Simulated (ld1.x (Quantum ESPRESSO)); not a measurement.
# Varying the RRKJ potential for lithium (Li)

Base potential:

* Element: Li (Z = 3)
* Generator: ld1.x (Quantum ESPRESSO) 7.5
* Type: norm-conserving RRKJ (Kleinman–Bylander form)
* Functional: LDA (PZ)
* Relativity: scalar-relativistic
* Frozen core: [He]
* Valence charge: 1
* Reference configuration: 2s0.5 2p0.5
* Partial waves: 2p (bound): rc 4.20 bohr; 2s (bound): rc 3.15 bohr
* Local potential: the s channel
* Core correction: none
* rho0: 0.01

All-electron outer shells of the reference configuration (LDA (PZ), scalar-relativistic, ld1.x):

```json
{"shell": "1s", "level (eV)": "-51.85", "outermost node (bohr)": "–", "outermost maximum (bohr)": "0.36"}
{"shell": "2s", "level (eV)": "-3.13", "outermost node (bohr)": "0.84", "outermost maximum (bohr)": "3.08"}
{"shell": "2p", "level (eV)": "-1.38", "outermost node (bohr)": "–", "outermost maximum (bohr)": "3.86"}
```

Cutoffs, loose and tight: the cutoffs (Ry, on a coarse ladder) from which the occupation-weighted sum of valence levels, in a spherical-Bessel basis at the reference potential, stays within 10 and 1 mRy of its value at 400 Ry. They do not see the model core or the augmentation charge, which bear on the density cutoff. Test errors are all-electron minus pseudo excitation energies from the reference, over the configurations 2s1 2p0; 2s0.5 2p0; 2s0 2p1 (two spin-polarised tests are not counted in the largest error). A dash means not determined; rows that change the core or the reference have their own tests.

| change | outcome | cutoff, loose | cutoff, tight | bound ghosts | largest test error (meV) |
| --- | --- | --- | --- | --- | --- |
| base | generated | 6 Ry | 6 Ry | none | +4.8 |
| core correction a·sin(br)/r model core inside 1.36 bohr | generated | 6 Ry | 6 Ry | none | +3.0 |
| core correction a·sin(br)/r model core inside 1.56 bohr | generated | 6 Ry | 6 Ry | none | +3.0 |
| core correction a·sin(br)/r model core inside 1.98 bohr | generated | 6 Ry | 6 Ry | none | +3.4 |
| core correction a·sin(br)/r model core inside 2.28 bohr | generated | 6 Ry | 6 Ry | none | +3.9 |
| core correction a·sin(br)/r model core inside 2.70 bohr | generated | 6 Ry | 6 Ry | none | +4.4 |
| core correction a·sin(br)/r model core inside 3.00 bohr | generated | 6 Ry | 6 Ry | none | +4.6 |
| core correction a·sin(br)/r model core inside 3.34 bohr | generated | 6 Ry | 6 Ry | none | +4.7 |
| core correction a·sin(br)/r model core inside 3.86 bohr | generated | 6 Ry | 6 Ry | none | +4.7 |
